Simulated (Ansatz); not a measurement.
Geometry optimisation, DFT PBE, scalar-relativistic, plane waves, PAW (Ansatz 0.2.0).

Input file:

```yaml
crystal:
  lattice:
    - [-2.29, -3.966396, 0.0]
    - [3.435, -1.983198, 0.0]
    - [0.0, 0.0, 7.17686]
  atoms:
    - { symbol: Be, position: [0.75, 0.5, 0.0] }
    - { symbol: Be, position: [0.5, 0.3333333, 0.25] }
    - { symbol: Be, position: [0.75, 0.5, 0.5] }
    - { symbol: Be, position: [0.5, 0.3333333, 0.75] }
    - { symbol: Be, position: [0.5, 0.0, 0.0] }
    - { symbol: Be, position: [0.25, 0.8333333, 0.25] }
    - { symbol: Be, position: [0.5, 0.0, 0.5] }
    - { symbol: Be, position: [0.25, 0.8333333, 0.75] }
    - { symbol: Be, position: [0.25, 0.5, 0.0] }
    - { symbol: Be, position: [0.0, 0.3333333, 0.25] }
    - { symbol: Be, position: [0.25, 0.5, 0.5] }
    - { symbol: Be, position: [0.0, 0.3333333, 0.75] }
    - { symbol: Be, position: [0.0, 0.0, 0.0] }
    - { symbol: Be, position: [0.75, 0.8333333, 0.25] }
    - { symbol: Be, position: [0.0, 0.0, 0.5] }
    - { symbol: Be, position: [0.75, 0.8333333, 0.75] }
    - { symbol: H, position: [0.7538624, 0.1732175, 0.3785223] }
basis:
  ecutwfc: 420.0
kpoints:
  mp_grid: { grid: [4, 4, 3] }
hamiltonian:
  xc: pbe
scf:
  occupations: { method: fermi_dirac, width: 0.05 }
  lower_state_search: "off"
relax:
  f_tol: 0.03
  max_steps: 60
  adjacent_minimum: "off"
```

Run as:

```bash
$ ansatz run input.yaml --threads 1 --pin off --max-ram 3072MiB --backend cpu --events-out ev --progress --plain --runs-dir out
```

Task: Where does it end, and by what steps?

Result: The run converged. Limits of this set-up: coarse k mesh, odd electron count without spin. After 3 steps the energy has fallen by 0.102 eV; Be10 moved furthest, 0.06 Å.

```json
{"step": "0", "energy less start (eV)": "0.0000", "largest force component (eV/Å)": "0.533", "accepted": "yes"}
{"step": "1", "energy less start (eV)": "-0.0743", "largest force component (eV/Å)": "0.277", "accepted": "yes"}
{"step": "2", "energy less start (eV)": "-0.1009", "largest force component (eV/Å)": "0.037", "accepted": "yes"}
{"step": "3", "energy less start (eV)": "-0.1016", "largest force component (eV/Å)": "0.006", "accepted": "yes"}
```

```xyz
17
Lattice="-2.2900 -3.9664 0.0000 3.4350 -1.9832 0.0000 0.0000 0.0000 7.1769" Properties=species:S:1:pos:R:3
Be -0.018 -3.957 -0.020
Be 0.038 -2.618 1.767
Be 0.028 -3.983 3.619
Be 0.010 -2.641 5.384
Be -1.145 -1.975 0.002
Be 2.276 -2.637 1.787
Be -1.138 -1.940 3.618
Be 2.278 -2.638 5.404
Be 1.159 -1.992 -0.019
Be 1.141 -0.709 1.767
Be 1.161 -1.994 3.599
Be 1.146 -0.672 5.384
Be -0.008 -0.006 0.002
Be 1.118 -4.613 1.767
Be -0.036 -0.029 3.618
Be 1.164 -4.639 5.406
H -1.145 -3.309 2.692
```

Time of the run: 27 s on 1 thread of Arm Neoverse V1 (shared host), peak memory 0.36 GiB.
